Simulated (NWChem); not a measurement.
System: C$_{2}$H$_{3}$ClGeO; SMILES C1=[CH][Ge@H]([Cl])[O]1

```xyz
8

Cl     0.3301     1.9336    -0.3646
Ge    -0.3526     0.0011     0.3341
C     -0.6067    -1.4498    -0.9074
C      0.5385    -1.9739    -0.3799
O      1.1210    -1.1949     0.5771
H     -1.1218     0.2400     1.6578
H     -1.2953    -1.8199    -1.6728
H      1.0542    -2.9251    -0.6149
```
Atoms are numbered in this order, from 1.

Results from NWChem. Geometry: optimised at PBE-D3(BJ)/def2-SVP. Vzz is the largest principal value of the second derivative of the potential at the nucleus (NWChem prints the opposite sign); η is the asymmetry. Non-relativistic.

For level PBE0/def2-SVP:

* **Vzz Ge2 (a.u.)**: -1.729
* **Vzz O5 (a.u.)**: 1.262

Q: How do the values read with level B3LYP/cc-pVTZ instead?

A: 
| Property | Result |
|---|---|
| Vzz Ge2 (a.u.) | -2.010 |
| Vzz O5 (a.u.) | 1.294 |
